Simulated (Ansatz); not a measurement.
Al₁₀Sb₉Cl₃⁻. The state is a doublet with charge -1. Geometry PBE-D4/def2-SVP; atoms count from 1.

```xyz
22

Al   -1.595   -1.993   -3.250
Al   -0.137    2.175   -1.996
Al   -2.362   -3.090   -1.139
Al   -0.815   -0.836   -0.850
Al   -1.996   -0.301    2.430
Al    0.803   -2.467    0.723
Al    0.870    1.605    2.859
Al    1.898   -1.152   -1.809
Al    1.274    0.232    0.536
Al    1.082    3.389    1.039
Sb   -0.373   -4.297   -2.519
Sb    0.172   -0.038   -3.536
Sb    2.242    3.238   -1.383
Sb    2.190   -3.737   -1.176
Sb   -1.761   -2.787    1.409
Sb   -1.211    1.538    0.520
Sb   -0.294   -0.137    4.493
Sb    1.941   -1.073    2.845
Sb    3.535    0.717   -0.746
Cl   -1.599    3.520   -2.851
Cl   -4.053    0.182    2.914
Cl    0.191    5.314    1.488
```

In the def2 sets Sb takes a core potential; there is no spin–orbit coupling. Single mean-field runs in def2-SVP are fitted with def2-universal-jkfit.

Estimate the Mulliken populations from the PBE0/def2-SVP orbitals of Ansatz.


```tsv
atom	charge (e)	spin (α − β)
Al1	0.18	0.15
Al2	0.47	0.03
Al3	0.17	0.13
Al4	-0.57	0.14
Al5	0.46	0.03
Al6	0.15	0.00
Al7	0.12	0.00
Al8	0.21	0.00
Al9	-0.58	-0.01
Al10	0.45	0.00
Sb11	-0.13	-0.06
Sb12	-0.16	0.21
Sb13	-0.15	0.04
Sb14	-0.11	0.05
Sb15	-0.14	0.31
Sb16	-0.23	-0.01
Sb17	-0.16	0.02
Sb18	-0.04	-0.01
Sb19	0.00	-0.02
Cl20	-0.31	0.00
Cl21	-0.31	0.00
Cl22	-0.32	0.00
```
Mulliken values depend strongly on the basis.

Where does the spin sit?

Summed by element: Al 0.47, Sb 0.53, Cl 0.00, of 1 unpaired in all. Largest on single atoms: Sb15 0.31, Sb12 0.21, Al1 0.15.

And the Mayer bond orders between heavy atoms (over 0.3)?

Al1–Al3 0.76 (2.50 Å); Al1–Al4 0.33 (2.78 Å); Al1–Sb11 0.82 (2.71 Å); Al1–Sb12 0.71 (2.65 Å); Al2–Sb12 0.62 (2.71 Å); Al2–Sb13 0.82 (2.68 Å); Al2–Sb16 0.40 (2.81 Å); Al2–Cl20 1.08 (2.16 Å); Al3–Al4 0.38 (2.75 Å); Al3–Sb11 0.83 (2.71 Å); Al3–Sb15 0.75 (2.63 Å); Al4–Al9 0.34 (2.73 Å); Al4–Sb12 0.55 (2.97 Å); Al4–Sb15 0.43 (3.13 Å); Al4–Sb16 0.59 (2.77 Å); Al5–Sb15 0.66 (2.70 Å); Al5–Sb16 0.45 (2.77 Å); Al5–Sb17 0.80 (2.68 Å); Al5–Cl21 1.08 (2.17 Å); Al6–Sb14 0.93 (2.67 Å); Al6–Sb15 0.76 (2.67 Å); Al6–Sb18 0.64 (2.78 Å); Al7–Al10 0.72 (2.56 Å); Al7–Sb17 0.94 (2.66 Å); Al7–Sb18 0.43 (2.88 Å); Al8–Sb12 0.72 (2.68 Å); Al8–Sb14 0.90 (2.68 Å); Al8–Sb19 0.77 (2.70 Å); Al9–Sb16 0.60 (2.81 Å); Al9–Sb18 0.71 (2.73 Å); Al9–Sb19 0.99 (2.64 Å); Al10–Sb13 0.84 (2.69 Å); Al10–Cl22 1.06 (2.17 Å); Sb11–Sb14 0.82 (2.95 Å); Sb13–Sb19 0.84 (2.90 Å); Sb17–Sb18 0.86 (2.93 Å).
